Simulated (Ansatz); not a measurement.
Cost and result for the atomization energy of CH$_{3}$AlFOSb (8 atoms, 9 bonds).

Z-matrix (Å, degrees):
```
C
Al 1 1.994
O 1 1.458 2 100.9
H 1 1.096 2 115.6 3 115.0
H 1 1.096 2 117.5 3 -117.4
F 2 1.794 1 98.8 3 -43.7
Sb 2 2.641 1 74.4 3 10.3
H 2 1.579 1 137.9 3 172.8
```

Charge 0, multiplicity 1. Correlated methods include outer-core shells of Sb, which these sets cover unevenly. Sb: def2 effective core potential. The bonds changed during the relaxation, so this is another structure than the one it started from. The geometry is a stationary point of PBE0-D4/def2-TZVP. Program: Ansatz. All runs use 4 threads of an Arm Neoverse V2 on a shared host. Times are those of one run each, without the atoms' runs, and a repeat can differ threefold. Electronic energies, without spin–orbit coupling; frozen cores. CCSD(T)/CBS adds CCSD(T) − MP2 in def2-TZVPP to the MP2 limit, and its time is that of the two runs behind it. T1 = 0.018; the RHF reference is unstable towards UHF. With those shells the extrapolation isn't a true limit. B3LYP takes the VWN-RPA correlation (the form of Gaussian; ORCA's B3LYP/G). HSE06 is the plane-wave form, built on full-range PBE exchange.

CCSD(T)/CBS is a level of theory with its own doubt, some kJ/mol a heavy atom from the limit and from the frozen cores, so smaller differences don't rank the functionals.

```json
{"level": "LDA (SPW92)/def2-TZVPP", "functions": "227", "wall time": "1.2 s", "atomization (kcal/mol)": "743.5", "difference from CCSD(T)/CBS": "113.3", "per bond": "12.6"}
{"level": "BLYP-D4/def2-TZVPP", "functions": "227", "wall time": "1.9 s", "atomization (kcal/mol)": "634.1", "difference from CCSD(T)/CBS": "3.9", "per bond": "0.4"}
{"level": "PBE-D4/def2-TZVPP (with forces)", "functions": "227", "wall time": "2.2 s", "atomization (kcal/mol)": "646.2", "difference from CCSD(T)/CBS": "16.0", "per bond": "1.8"}
{"level": "HSE06-D4/def2-TZVPP", "functions": "227", "wall time": "3 s", "atomization (kcal/mol)": "620.7", "difference from CCSD(T)/CBS": "-9.5", "per bond": "-1.1"}
{"level": "B3LYP-D4/def2-TZVPP (with forces)", "functions": "227", "wall time": "4.2 s", "atomization (kcal/mol)": "624.9", "difference from CCSD(T)/CBS": "-5.3", "per bond": "-0.6"}
{"level": "r2SCAN-D4/def2-TZVPP (with forces)", "functions": "227", "wall time": "4.9 s", "atomization (kcal/mol)": "628.4", "difference from CCSD(T)/CBS": "-1.8", "per bond": "-0.2"}
{"level": "B2PLYP/def2-TZVPP", "functions": "227", "wall time": "6 s", "atomization (kcal/mol)": "616.6", "difference from CCSD(T)/CBS": "-13.6", "per bond": "-1.5"}
{"level": "PBE-QIDH/def2-TZVPP", "functions": "227", "wall time": "6.5 s", "atomization (kcal/mol)": "612.2", "difference from CCSD(T)/CBS": "-18.0", "per bond": "-2.0"}
{"level": "CCSD(T)/def2-SVP", "functions": "101", "wall time": "6.5 s", "atomization (kcal/mol)": "571.0", "difference from CCSD(T)/CBS": "-59.2", "per bond": "-6.6"}
{"level": "ωB97X-V/def2-TZVPP", "functions": "227", "wall time": "7.5 s", "atomization (kcal/mol)": "632.4", "difference from CCSD(T)/CBS": "2.2", "per bond": "0.2"}
{"level": "MP2/def2-QZVPP", "functions": "413", "wall time": "19 s", "atomization (kcal/mol)": "636.3", "difference from CCSD(T)/CBS": "6.1", "per bond": "0.7"}
{"level": "CCSD(T)/def2-TZVPP", "functions": "227", "wall time": "2.7 min", "atomization (kcal/mol)": "602.9", "difference from CCSD(T)/CBS": "-27.3", "per bond": "-3.0"}
{"level": "CCSD(T)/CBS(def2)", "functions": "–", "wall time": "3 min", "atomization (kcal/mol)": "630.2", "difference from CCSD(T)/CBS": "0.0", "per bond": "0.0"}
```

Leaving LDA and LC-ωPBE aside and taking each functional with its dispersion term where it has one, the values, not all of them listed here, spread over 53.2 kcal/mol, from BHLYP-D4 to PBE-D4. LDA lies +102.3 kcal/mol from PBE without D4, its usual overbinding. From r2SCAN to r2SCAN0 (25 % exact exchange), in def2-TZVPP and without D4, the atomization energy moves by −22.5 kcal/mol: exact exchange takes away binding that semilocal exchange gives to molecules. At CCSD(T), def2-SVP lies −59.2 kcal/mol from the extrapolated value and def2-TZVPP −27.3 kcal/mol: correlation converges slowly with the basis, and small sets miss more of it in the bonded molecule than in its fragments.
